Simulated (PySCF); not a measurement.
Vertical excitations of a molecule C3H4F2O from TDA-CAM-B3LYP/def2-SVPD in PySCF, as energy in eV (oscillator strength): 6.40 (0.023), 7.25 (0.025), 7.67 (0.263), 7.79 (0.161), 7.91 (0.015), 8.67 (0.078), 8.70 (0.052), 8.92 (0.001), 9.06 (0.024), 9.23 (0.007). Lowest triplet (TDA): 4.33 eV. Geometry optimised at PBE0-D3(BJ)/def2-SVP. Other conformers were not sampled.

Problem. Which structure fits?
A. O=CCC(F)F
B. FC1(F)COC1
C. CO/C(F)=C/F
D. OC1[C@@H](F)[C@@H]1F

Solution. C, CO/C(F)=C/F
